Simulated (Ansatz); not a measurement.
`N#CB(F)F` + HI → `FB(F)I` + `C#N` at 298.15 K and 1 bar (ligand exchange at a B–C bond).

Program: Ansatz. Geometries: PBE0-D4/def2-TZVP. ΔE: electronic, gas phase. CBS: MP2 limit from def2 TZ/QZ plus the TZ coupled-cluster correction, frozen cores. This one scheme is used for every species. Elements past krypton have def2 core potentials. For I outer-core shells are correlated without core-valence functions, which leaves a few kJ/mol of doubt a bond.

```tsv
species	CCSD(T)/CBS energy (Eh)	H − E (kJ/mol)	S (J/(mol·K))
`N#CB(F)F`	-317.24121	62.3	289.7
HI	-298.03592	22.7	206.5
`FB(F)I`	-521.96394	39.3	296.1
`C#N`	-93.32098	52.4	201.2
```

H − E and S are ideal-gas, rigid-rotor, harmonic terms from PBE0-D4/def2-TZVP. 1 Eh = 2625.50 kJ/mol, R = 8.31446 J/(mol·K).

Problem. By hand: ΔE, ΔH, ΔS and ΔG.

Solution. ΔE = (-521.96394) + (-93.32098) − (-317.24121) − (-298.03592) = -0.00779 Eh = -20.5 kJ/mol. Δ(H − E) = 39.3 + 52.4 − 62.3 − 22.7 = 6.7, so ΔH = -13.8 kJ/mol. ΔS = 296.1 + 201.2 − 289.7 − 206.5 = 1.1 J/(mol·K). ΔG = -13.8 − 298.15 × (1.1)/1000 = -14.1 kJ/mol.

Problem. By hand: the equilibrium constant, and the temperature at which ΔG would vanish if ΔH and ΔS stayed fixed.

Solution. log₁₀ K = −ΔG/(RT ln 10) = 2.5. ΔH and −TΔS have one sign here, so there is no such temperature. One of them is within its doubt of zero, so this could turn.

The number of gas molecules stays the same, so ΔS is small and ΔH decides. A doubt of 5 kJ/mol in ΔE shifts log₁₀ K by 0.9 here. These are equilibria of isolated gas molecules and say nothing of rates. Largest T1 diagnostic: 0.014 (customary marks: 0.02 for closed shells, 0.045 for open ones).
